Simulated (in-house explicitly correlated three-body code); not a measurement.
Computed with an exponentially correlated three-body code. Model: two electrons around a point charge, non-relativistic, variational in 260 exponentially correlated functions (energies converged to about 1e-7 hartree, or 1e-8 relative for large Z).

Command:
```bash
python run_hyl.py task.json out
```
Settings (lengths in bohr, energies in hartree):
```
Z                      4
nuclear_mass           7
interaction_strength   1
functions              260
states_tried           13
```

Run time, properties included: 67 s on 1 thread of Arm Neoverse N1, with other jobs on the host.

**Those bound S and P states to n = 4 that converged, binding against the one-electron ion.**

Given: nuclear charge 4; mass of the centre 7 electron masses.

Computed: one-electron threshold -7 hartree.

```csv
term,energy (hartree),binding (eV)
1 1S,-11.9364282,134.33
2 3S,-8.13698437,30.939
2 3P,?,?
2 1S,-8.04921942,28.551
2 1P,-7.92283695,25.112
3 3S,?,?
3 3P,-7.47624521,12.959
3 1S,-7.45851109,12.477
4 3S,-7.26536371,7.2209
4 1S,-7.25586369,6.9624
```

Problem. What belongs in the row 2 3P?

Solution. energy (hartree): -8.12902347; binding (eV): 30.722.

Problem. What belongs in the row 3 3S?

Solution. energy (hartree): -7.48196359; binding (eV): 13.115.

**Converged states only, values per electron or pair.**

```json
{"term": "1 1S", "mean r (bohr)": "0.47316", "mean r squared (bohr²)": "0.30271", "mean inverse r (1/bohr)": "3.2293", "mean r12 (bohr)": "0.68932", "mean inverse r12 (1/bohr)": "1.9612", "mean cosine": "0.014185", "mean p1 dot p2 (bohr⁻²)": "-0.15128", "delta r1 (bohr⁻³)": "11.548", "delta r12 (bohr⁻³)": "1.068"}
{"term": "2 3S", "mean r (bohr)": "?", "mean r squared (bohr²)": "?", "mean inverse r (1/bohr)": "?", "mean r12 (bohr)": "?", "mean inverse r12 (1/bohr)": "?", "mean cosine": "?", "mean p1 dot p2 (bohr⁻²)": "?", "delta r1 (bohr⁻³)": "?", "delta r12 (bohr⁻³)": "-"}
{"term": "2 3P", "mean r (bohr)": "1.0328", "mean r squared (bohr²)": "1.7465", "mean inverse r (1/bohr)": "2.1215", "mean r12 (bohr)": "1.7227", "mean inverse r12 (1/bohr)": "0.71394", "mean cosine": "-0.051089", "mean p1 dot p2 (bohr⁻²)": "-0.88948", "delta r1 (bohr⁻³)": "6.6743", "delta r12 (bohr⁻³)": "-"}
{"term": "2 1S", "mean r (bohr)": "1.2894", "mean r squared (bohr²)": "2.8187", "mean inverse r (1/bohr)": "2.091", "mean r12 (bohr)": "2.1942", "mean inverse r12 (1/bohr)": "0.62975", "mean cosine": "-7.5341e-05", "mean p1 dot p2 (bohr⁻²)": "-0.20356", "delta r1 (bohr⁻³)": "7.2865", "delta r12 (bohr⁻³)": "0.15893"}
{"term": "2 1P", "mean r (bohr)": "1.249", "mean r squared (bohr²)": "2.6656", "mean inverse r (1/bohr)": "2.056", "mean r12 (bohr)": "2.1003", "mean inverse r12 (1/bohr)": "0.6022", "mean cosine": "0.035493", "mean p1 dot p2 (bohr⁻²)": "0.22314", "delta r1 (bohr⁻³)": "6.8969", "delta r12 (bohr⁻³)": "0.017801"}
{"term": "3 3S", "mean r (bohr)": "?", "mean r squared (bohr²)": "?", "mean inverse r (1/bohr)": "?", "mean r12 (bohr)": "?", "mean inverse r12 (1/bohr)": "?", "mean cosine": "?", "mean p1 dot p2 (bohr⁻²)": "?", "delta r1 (bohr⁻³)": "?", "delta r12 (bohr⁻³)": "-"}
{"term": "3 3P", "mean r (bohr)": "2.4", "mean r squared (bohr²)": "11.118", "mean inverse r (1/bohr)": "1.907", "mean r12 (bohr)": "4.3995", "mean inverse r12 (1/bohr)": "0.30316", "mean cosine": "-0.0061996", "mean p1 dot p2 (bohr⁻²)": "-0.23218", "delta r1 (bohr⁻³)": "6.8017", "delta r12 (bohr⁻³)": "-"}
{"term": "3 1S", "mean r (bohr)": "2.6692", "mean r squared (bohr²)": "13.815", "mean inverse r (1/bohr)": "1.9004", "mean r12 (bohr)": "4.9292", "mean inverse r12 (1/bohr)": "0.28647", "mean cosine": "0.0034054", "mean p1 dot p2 (bohr⁻²)": "-0.091109", "delta r1 (bohr⁻³)": "6.9571", "delta r12 (bohr⁻³)": "0.046541"}
{"term": "4 3S", "mean r (bohr)": "4.458", "mean r squared (bohr²)": "40.635", "mean inverse r (1/bohr)": "1.836", "mean r12 (bohr)": "8.4992", "mean inverse r12 (1/bohr)": "0.15709", "mean cosine": "0.0043815", "mean p1 dot p2 (bohr⁻²)": "-0.037437", "delta r1 (bohr⁻³)": "6.8837", "delta r12 (bohr⁻³)": "-"}
{"term": "4 1S", "mean r (bohr)": "4.612", "mean r squared (bohr²)": "43.642", "mean inverse r (1/bohr)": "1.8343", "mean r12 (bohr)": "8.8062", "mean inverse r12 (1/bohr)": "0.16268", "mean cosine": "0.0029257", "mean p1 dot p2 (bohr⁻²)": "-0.052037", "delta r1 (bohr⁻³)": "6.8791", "delta r12 (bohr⁻³)": "0.019447"}
```

Problem. What belongs in the row 2 3S?

Solution. mean r (bohr): 1.2138; mean r squared (bohr²): 2.4477; mean inverse r (1/bohr): 2.106; mean r12 (bohr): 2.0532; mean inverse r12 (1/bohr): 0.57419; mean cosine: 0.013274; mean p1 dot p2 (bohr⁻²): -0.049227; delta r1 (bohr⁻³): 7.3495.

Problem. What belongs in the row 3 3S?

Solution. mean r (bohr): 2.5544; mean r squared (bohr²): 12.555; mean inverse r (1/bohr): 1.9045; mean r12 (bohr): 4.7022; mean inverse r12 (1/bohr): 0.2723; mean cosine: 0.0069516; mean p1 dot p2 (bohr⁻²): -0.053686; delta r1 (bohr⁻³): 6.9701.
